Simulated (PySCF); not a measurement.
# `Cc1ccc(N)cc1`, C7H9N

Molfile (atoms numbered from 1):
```
C7H9N
     RDKit          3D

 17 17  0  0  0  0  0  0  0  0999 V2000
   -2.6172   -0.3817    0.0525 C   0  0  0  0  0  0  0  0  0  0  0  0
   -1.1264   -0.2022    0.0295 C   0  0  0  0  0  0  0  0  0  0  0  0
   -0.3859   -0.3847   -1.1437 C   0  0  0  0  0  0  0  0  0  0  0  0
    0.9900   -0.1891   -1.1820 C   0  0  0  0  0  0  0  0  0  0  0  0
    1.6927    0.2013   -0.0306 C   0  0  0  0  0  0  0  0  0  0  0  0
    3.0681    0.3469   -0.0477 N   0  0  0  0  0  0  0  0  0  0  0  0
    0.9576    0.3834    1.1517 C   0  0  0  0  0  0  0  0  0  0  0  0
   -0.4183    0.1835    1.1729 C   0  0  0  0  0  0  0  0  0  0  0  0
   -2.9718   -0.6818    1.0498 H   0  0  0  0  0  0  0  0  0  0  0  0
   -3.1421    0.5526   -0.2116 H   0  0  0  0  0  0  0  0  0  0  0  0
   -2.9423   -1.1496   -0.6653 H   0  0  0  0  0  0  0  0  0  0  0  0
   -0.9004   -0.6909   -2.0595 H   0  0  0  0  0  0  0  0  0  0  0  0
    1.5359   -0.3484   -2.1163 H   0  0  0  0  0  0  0  0  0  0  0  0
    3.4844    0.5229   -0.9526 H   0  0  0  0  0  0  0  0  0  0  0  0
    3.4622    0.9235    0.6839 H   0  0  0  0  0  0  0  0  0  0  0  0
    1.4778    0.6782    2.0676 H   0  0  0  0  0  0  0  0  0  0  0  0
   -0.9585    0.3326    2.1126 H   0  0  0  0  0  0  0  0  0  0  0  0
  1  2  1  0
  2  3  1  0
  3  4  2  0
  4  5  1  0
  5  6  1  0
  5  7  2  0
  7  8  1  0
  8  2  2  0
  1  9  1  0
  1 10  1  0
  1 11  1  0
  3 12  1  0
  4 13  1  0
  6 14  1  0
  6 15  1  0
  7 16  1  0
  8 17  1  0
M  END
```

Computed, not measured: PySCF 2.14.0, quadratic response CAM-B3LYP/aug-cc-pVDZ first hyperpolarisability, Taylor convention, gas phase. Geometry: PBE0-D3(BJ)/def2-SVP.

Task: Give the tensor of the second harmonic β(−2ω;ω,ω) at 1064 nm in the axes of these coordinates.

Result: In au, Taylor convention; rows are the first index (the induced dipole):
```
       xx     yy     zz     xy    xz    yz
x  +338.4  -11.5  -12.2  +36.1  -3.3  +0.3
y   +38.1  -18.4   -1.3  -14.9  +2.7  +4.7
z    -4.3   +4.6   -0.9   +2.6  -6.6  -1.7
```
Norm of βᵢ = ⅓ Σⱼ (βᵢⱼⱼ + βⱼᵢⱼ + βⱼⱼᵢ): 316.6 au, hyper-Rayleigh value 137.9 au.
